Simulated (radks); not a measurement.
Values are calculated unless marked as measured or tabulated.
Valence configurations of Ir II (all share [Xe]). Code: a radial shooting solver on a logarithmic mesh with Libxc functionals. Model: Dirac Kohn-Sham, PBEsol, spin-unpolarised, spherical densities, finite nucleus; open shells are shared between the two j in proportion to 2j + 1; Fermi nuclear charge, rms radius 5.4032 fm. Energies are relative to 4f14 5d7 6s1; eigenvalues in eV.

valence,E (eV),e(4f5/2),e(4f7/2),e(5d3/2),e(5d5/2),e(6p1/2)
4f14 5d7 6s1,0.000,-72.116,-68.996,-16.141,-14.871,-
4f14 5d6 6s2,2.310,-75.409,-72.287,-18.378,-17.028,-
4f14 5d7 6p1,6.465,-73.744,-70.623,-17.627,-16.334,-8.835
4f13.5 5d7.5 6s1,28.641,-77.441,-74.266,-16.802,-15.464,-
4f13.5 5d7 6s1.5,29.928,-79.106,-75.930,-17.948,-16.569,-
4f13.5 5d7 6s1 6p0.5,33.281,-79.938,-76.762,-18.710,-17.320,-8.804
4f13.5 5d6 6s2 6p0.5,36.960,-83.431,-80.253,-21.072,-19.599,-9.545
4f13 5d7 6s2,63.069,-86.347,-83.115,-19.865,-18.375,-
4f13 5d7 6s1 6p1,70.126,-87.998,-84.766,-21.374,-19.862,-9.656
4f12.5 5d7 6s2 6p0.5,103.19,-94.662,-91.373,-22.650,-21.037,-9.654

NIST lists [Xe] 4f14 5d7 6s1 as the ground configuration; this level of theory agrees among the configurations tried. The energies are those of spherical spin-averaged densities, not of single terms.
